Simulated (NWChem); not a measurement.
# InHBrCl; SMILES [Cl][InH][Br]

```xyz
4

In    -0.5821    -0.4782     0.0000
H     -2.2489    -0.8330     0.0000
Cl     1.0633    -2.1438     0.0000
Br     0.3615     1.8092     0.0000
```
Atoms are numbered in this order, from 1.

Level: PBE0/def2-SVP with def2 effective core potentials on In (NWChem), optimised geometry, unscaled harmonic frequencies. This build's default masses of Se (78.918 u) and Br (79.917 u) are each other's, which moves their modes by up to 0.6 %. def2 effective core potentials on In; no spin-orbit coupling.

```
frequency (cm⁻¹)  IR intensity (km/mol)
----------------  ---------------------
89                                  5.5
258                                29.5
370                                40.1
372                                75.6
470                                86.9
1870                              101.8
```

```json
{
 "zero_point_energy": "4.9 kcal/mol",
 "thermal correction to the enthalpy at 298.15 K (with zero-point energy)": "8.6 kcal/mol",
 "heat capacity Cv": "14.1 cal/(mol K)",
 "entropy at 298.15 K and 1 atm (symmetry number 1)": "78.9 cal/(mol K)"
}
```

Rigid rotor and harmonic oscillator; modes under 100 cm⁻¹ make the entropy uncertain.
